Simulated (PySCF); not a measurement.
C7H7, SMILES c1cc(ccc1)[CH2], multiplicity 2.

Coordinates come from a ωB97X-D3(BJ)/def2-SVP optimisation.

Level of theory: TDA-CAM-B3LYP/def2-SVPD run with PySCF 2.14.0.

Vertical excitations. Isolated molecule, no solvent.

Problem. Give excitation energies, oscillator strengths and character. (Estimate from the structure and the level; the computed values follow.)

Solution. 
```csv
state,energy (eV),λ (nm),f,main pairs
root 1,3.58,346,0.000,"α HOMO→LUMO 44 %, β HOMO→LUMO 52 %"
root 2,3.74,332,0.003,"α HOMO→LUMO+1 39 %, β HOMO−1→LUMO 54 %"
root 3,4.34,286,0.045,"α HOMO→LUMO 49 %, β HOMO→LUMO 41 %"
root 4,4.63,268,0.000,"α HOMO−1→LUMO 45 %, β HOMO→LUMO+1 46 %"
root 5,5.36,231,0.003,α HOMO→LUMO+2 88 %
root 6,5.38,231,0.440,"α HOMO→LUMO+1 52 %, β HOMO−1→LUMO 36 %"
root 7,5.91,210,0.000,β HOMO−2→LUMO 87 %
root 8,5.92,209,0.001,"α HOMO−1→LUMO+1 35 %, α HOMO−2→LUMO 7 %, β HOMO−1→LUMO+1 48 %"
root 9,6.02,206,0.000,α HOMO→LUMO+3 84 %
root 10,6.13,202,0.000,α HOMO→LUMO+4 84 %
```
Unrestricted roots are not spin-pure.
